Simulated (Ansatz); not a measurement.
Reaction (formal exchange of groups at the Si–C bond): `O[SiH2]C[SiH](O)Cl` + CH₄ → `C[SiH2]O` + `C[SiH](O)Cl`

Program: Ansatz. Geometries: PBE0-D4/def2-TZVP. ΔE: electronic, gas phase. CCSD(T)/CBS adds triple-zeta CCSD(T) − MP2 to the extrapolated MP2 energy (def2 sets, frozen cores). This one scheme is used for every species. Functionals use def2-TZVPP. B3LYP here is the variant with VWN-RPA as its local correlation; programs differ in this. Each species was taken in one conformer, which may not be the lowest.

Problem. Is it downhill or uphill in electronic energy at CCSD(T)/CBS, and by how much? (Best estimate.)

Solution. Ansatz gave: Uphill: ΔE = +28.9 kJ/mol.

Problem. What do these levels give: PBE0-D4, ωB97X-V, ωB97M-V, B2PLYP, PBE0, B3LYP, HF/def2-TZVPP, MP2/def2-TZVPP, CCSD/def2-TZVPP, CCSD(T)/def2-TZVPP, HF/CBS(def2), MP2/CBS(def2)? (An estimate is asked.)

Solution. Computed: PBE0-D4 29.9, ωB97X-V 28.1, ωB97M-V 29.6, B2PLYP 23.4, PBE0 22.6, B3LYP 17.9, HF/def2-TZVPP 14.0, MP2/def2-TZVPP 31.4, CCSD/def2-TZVPP 26.6, CCSD(T)/def2-TZVPP 29.6, HF/CBS(def2) 13.0, MP2/CBS(def2) 30.8 kJ/mol.

Largest T1 diagnostic among the species: 0.011.

The D4 term adds +12.9 kJ/mol with B3LYP and +7.3 kJ/mol with PBE0; it sums over pairs of atoms, weighted by their polarisabilities, and B3LYP, whose exchange is more repulsive, gets the larger term. In def2-TZVPP, CCSD(T) changes the Hartree–Fock value by +15.6 kJ/mol (the triples alone add +3.0 kJ/mol) and MP2 by +17.4 kJ/mol.
